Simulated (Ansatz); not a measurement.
ClH₄N₂OTa, SMILES `[NH]=[Ta]([NH2])([OH])[Cl]`, charge 0, multiplicity 1.

Task: Give a relaxed structure at PBE0-D4/def2-TZVP (Ansatz). (An estimate is asked.)

Result: The calculation gave: 
Cartesian coordinates in Å:
```
N 0.675 1.086 1.142
Ta 0.334 0.142 -0.305
N -0.474 -1.516 0.387
O -0.908 1.034 -1.440
Cl 2.290 -0.313 -1.491
H 0.928 1.678 1.915
H -0.588 -1.759 1.358
H -0.890 -2.221 -0.207
H -1.368 1.869 -1.360
```
This is one stationary point; other conformers may exist.
